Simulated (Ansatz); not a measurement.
System: sum formula AlOH (charge +1, doublet). 
Geometry from a B3LYP-D3(BJ)/def2-TZVP (Ansatz, an electronic-structure program) optimisation:
```xyz
3

Al    -0.4382    -0.3438    -0.4258
O      0.5841     0.4088     0.5789
H      1.0243     1.1992     0.9035
```
Charge +1, spin multiplicity 2.

Basis-set convergence of Hartree-Fock and MP2 correlation energies (hartree) with Ansatz. Valence correlation only, unless marked. UHF or UKS for open shells. No spin-orbit coupling. No relativistic terms.

| basis | functions | E(HF) | E(corr, MP2) |
|---|---|---|---|
| aug-cc-pV(D+d)Z | 64 | -317.13545 | -0.22813 |
| aug-cc-pV(T+d)Z | 124 | -317.16432 | -0.27826 |
| aug-cc-pV(Q+d)Z | 215 | -317.17182 | -0.29709 |

Extrapolating the two largest sets (X = 3 and 4) as X^-3: E(corr) = (64·(-0.29709) - 27·(-0.27826))/37 = -0.3108 Eh, an estimate of the basis-set limit. The largest set recovers 95.6 % of it, the smallest 73.4 %.
